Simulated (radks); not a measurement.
Problem. All-electron atom: Ag in [Kr] 4d10 5s1. All-electron calculation, Dirac Kohn-Sham, SOGGA, spin-unpolarised, spherical densities, point nucleus. Program: a radial shooting solver on a logarithmic mesh with Libxc functionals. Some entries of the table are withheld. Estimate them.

orbital,occ.,eigenvalue (hartree),<r^2> (bohr^2)
1s1/2,2,-929.7986,0.001309
2s1/2,2,-136.8653,0.02142
2p1/2,2,(1),0.01600
2p3/2,4,(2),0.01733
3s1/2,2,(3),0.1555
3p1/2,2,(4),0.1509
3p3/2,4,(5),0.1600
3d3/2,4,-13.29265,0.1410
3d5/2,6,-13.06378,0.1437
4s1/2,2,-3.48377,0.9438
4p1/2,2,(6),(7)
4p3/2,4,(8),(9)
4d3/2,4,-0.28260,2.448
4d5/2,6,-0.26210,2.550
5s1/2,1,-0.15788,(10)

Solution. 
(1) 2p1/2 eigenvalue (hartree): -127.2068
(2) 2p3/2 eigenvalue (hartree): -120.7691
(3) 3s1/2 eigenvalue (hartree): -25.08021
(4) 3p1/2 eigenvalue (hartree): -21.23766
(5) 3p3/2 eigenvalue (hartree): -20.10144
(6) 4p1/2 eigenvalue (hartree): -2.27480
(7) 4p1/2 <r^2> (bohr^2): 1.102
(8) 4p3/2 eigenvalue (hartree): -2.08734
(9) 4p3/2 <r^2> (bohr^2): 1.175
(10) 5s1/2 <r^2> (bohr^2): 11.60
